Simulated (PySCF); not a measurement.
C7H12Ge.
Cartesian coordinates in Å at the PBE0-D3(BJ)/def2-SVP level; atoms count from 1:
```
atom  x, y, z in Å
C1     3.003    1.489    0.334
C2     2.342    0.475    0.202
Ge3    1.257   -1.087    0.001
C4    -0.025   -0.757   -1.439
C5    -1.074    0.256   -0.974
C6    -1.806   -0.133    0.312
C7    -0.941   -0.155    1.575
C8     0.129   -1.249    1.591
H9     3.593    2.381    0.448
H10    2.181   -2.294   -0.243
H11   -0.502   -1.719   -1.694
H12    0.498   -0.406   -2.342
H13   -1.818    0.406   -1.776
H14   -0.591    1.239   -0.826
H15   -2.278   -1.124    0.177
H16   -2.636    0.576    0.469
H17   -1.598   -0.273    2.454
H18   -0.457    0.831    1.692
H19    0.743   -1.197    2.503
H20   -0.339   -2.248    1.572
```

Method: TDDFT CAM-B3LYP/def2-SVPD, vertical, gas phase, core orbitals frozen in the response (PySCF 2.14.0, density-fitted response routines). The CAM-B3LYP/def2-SVPD calculation is non-relativistic and has no spin–orbit coupling, an omission that weighs most on germanium.

Computed states:

```csv
state,E (eV),f
S1,6.11,0.0000
S2,6.36,0.0028
S3,6.36,0.0063
S4,7.26,0.013
S5,7.50,0.165
S6,7.66,0.0053
S7,7.74,0.0003
S8,7.97,0.014
S9,8.01,0.0067
S10,8.07,0.083
```

Each state is given a Gaussian of 0.4 eV full width at half maximum, with ε(max) = 2.175×10⁸ f / Δν̃ (Δν̃ the width in cm⁻¹). The width is an assumption, not a result. The curve ends short of the highest state used, and states not computed would add to its high-energy end.

Task: Give the broadened spectrum and its maxima.

Result: 
E (eV), ε (L mol⁻¹ cm⁻¹) and a bar:
```
     5.51          0 
     5.54          0 
     5.58          0 
     5.62          0 
     5.65          0 
     5.69          0 
     5.72          1 
     5.76          1 
     5.79          2 
     5.83          5 
     5.87         10 
     5.90         16 
     5.94         30 
     5.97         45 
     6.01         75 
     6.04        107 
     6.08        161 
     6.12        230 #
     6.15        290 #
     6.19        376 #
     6.22        441 #
     6.26        519 #
     6.29        566 #
     6.33        605 ##
     6.37        611 ##
     6.40        594 ##
     6.44        545 #
     6.47        493 #
     6.51        410 #
     6.54        345 #
     6.58        261 #
     6.62        187 
     6.65        141 
     6.69         94 
     6.72         69 
     6.76         49 
     6.79         44 
     6.83         52 
     6.87         79 
     6.90        117 
     6.94        198 #
     6.97        290 #
     7.01        473 #
     7.04        669 ##
     7.08       1036 ###
     7.12       1559 ####
     7.15       2077 #####
     7.19       2962 ########
     7.22       3781 ##########
     7.26       5071 #############
     7.29       6158 ################
     7.33       7692 ####################
     7.37       9188 ########################
     7.40      10183 ##########################
     7.44      11198 #############################
     7.47      11643 ##############################
```

Maxima: 195 nm (6.36 eV), ε about 610, made up of S2 (31%) and S3 (69%) (ε in L mol⁻¹ cm⁻¹; maxima over ε = 5, shares over 10%). At its high-energy end, 7.47 eV, the curve is still rising (ε about 12000, from S5).

Task: On this curve, what absorbance would a 10⁻⁵ mol/L sample give at 193 nm over a 1 cm path?

Result: 193 nm is 6.424 eV, where ε is about 570 L mol⁻¹ cm⁻¹, so A = ε c l ≈ 0.0057 (Beer–Lambert, with the gas-phase spectrum and the assumed width).

Task: Coming from long wavelengths, where does ε first pass 100 L mol⁻¹ cm⁻¹?

Result: At about 205 nm (6.03 eV), 0.07 eV below S1.

Task: What would ε be at 6.36 eV, the highest of these maxima, with half the width (0.2 eV)?

Result: About 1230 L mol⁻¹ cm⁻¹ against 613, a factor of about 2.00; a lone state at its own centre would give exactly 2.

All these states lie below the vertical ionisation energy of 9.35 eV (ΔSCF).

One conformer stands for the species.
